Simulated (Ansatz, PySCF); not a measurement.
CAuO, SMILES [O+]#[C-]->[Au] (connectivity only; charge and spin as stated), neutral, multiplicity 2. Atoms are numbered in the order given.

```xyz
3

Au    -0.0289     0.4385     0.0000
O      0.1847    -2.5707     0.0000
C     -0.3826    -1.5839     0.0000
```
Charge 0, spin multiplicity 2.

The structure is a stationary point at B3LYP-D3(BJ)/def2-TZVP. The spin state was assumed, not searched. The isomer is the one that the SMILES or the coordinates give; other isomers of the formula were not compared. The def2 effective core potentials stand for the cores of Au; spin–orbit coupling is left out.

Two levels are set side by side: PBE-D3(BJ)/def2-TZVP (Ansatz, a first-principles code) and B3LYP-D3(BJ)/def2-TZVP (Ansatz). Each level has its own optimised geometry; the coordinates shown are those of the second. Frequencies come from the Hessian of PySCF at each geometry. Differences are taken from unrounded values.

| quantity | B3LYP-D3(BJ) |
|---|---|
| mean bond length (Å) | 1.596 |
| bond Au1–C3 (Å) | 2.053 |
| bond O2–C3 (Å) | 1.138 |
| highest harmonic wavenumber (cm⁻¹) | 2073 |
| mean harmonic wavenumber (cm⁻¹) | 886 |
| zero-point energy (kcal/mol) | 3.80 |

Question: What does PBE-D3(BJ) give, and how far is it from B3LYP-D3(BJ)? (The exact figures need the calculation; the answer reports its results.)

Answer: 
| quantity | PBE-D3(BJ) | PBE-D3(BJ) minus B3LYP-D3(BJ) |
|---|---|---|
| mean bond length (Å) | 1.571 | -0.025 |
| bond Au1–C3 (Å) | 1.987 | -0.066 |
| bond O2–C3 (Å) | 1.155 | 0.017 |
| highest harmonic wavenumber (cm⁻¹) | 1980 | -93 |
| mean harmonic wavenumber (cm⁻¹) | 888 | 2 |
| zero-point energy (kcal/mol) | 3.81 | 0.01 |
